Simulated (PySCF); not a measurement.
Spinor energies of Nb³⁺ (niobium, charge +3)

Start: [Kr] 4d1 5s1; 4d5/2 filled at m_j = +5/2; 5s1/2 filled at m_j = +1/2. Calculated with PySCF 2.14 in x2c-SVPall-2c with one added diffuse shell each of s, p, d type (7s9p7d1f, 76 functions): generalised Hartree-Fock with the X2C-1e Hamiltonian and a Gaussian nucleus; one run each with spin-orbit coupling (SO) switched off, then screened by Boettger's factors. This is a chosen level, not necessarily the ground level.

```
spinor shell  electrons  ε, spin-free (eV)  ε, screened SO (eV)  weight of nominal j (screened SO)  rms radius, screened SO (bohr)
       1s1/2          2           -19122.3             -19121.4                              1.000                          0.0415
       2s1/2          2            -2780.5              -2780.3                              1.000                           0.171
       2p1/2          2            -2481.3              -2547.4                              1.000                           0.149
       2p3/2          4            -2481.3              -2450.1                              1.000                           0.154
       3s1/2          2            -527.23              -527.21                              1.000                           0.471
       3p1/2          2            -426.42              -437.59                              1.000                           0.471
       3p3/2          4            -426.42              -421.18                              1.000                           0.482
       3d3/2          4            -261.40              -263.07                              0.997                           0.472
       3d5/2          6            -261.40              -260.28                              0.998                           0.474
       4s1/2          2            -108.74              -108.75                              1.000                            1.22
       4p3/2          4            -78.288              -77.691                              0.964                            1.35
       4p1/2          2            -78.288              -79.627                              0.928                            1.33
       4d5/2          1            -41.006              -40.908                              1.000                            1.79
       5s1/2          1            -29.499              -29.505                              1.000                            3.39
```

| quantity | spin-free | screened SO |
| --- | --- | --- |
| E (hartree) | -3814.84012 | -3815.22642 |
| M_J | 3 | 3 |
| ⟨J²⟩ | 12.006 | 12.006 |
| ⟨L²⟩ | 6.005 | 6.012 |
| ⟨S²⟩ | 2.001 | 2.008 |

Each row is a mean over spinors that exchange with the open shell spreads, by up to 4.386 eV (4p3/2).

Breit and QED terms are absent; they matter most for the inner s and p1/2 levels.

Densities and radii are taken from the X2C orbitals without a picture-change correction, which distorts them close to the nucleus.

Without spin-orbit coupling the j labels of p, d and f shells carry no meaning; the spin-free column gives the mean over the occupied spinors of each nl shell.
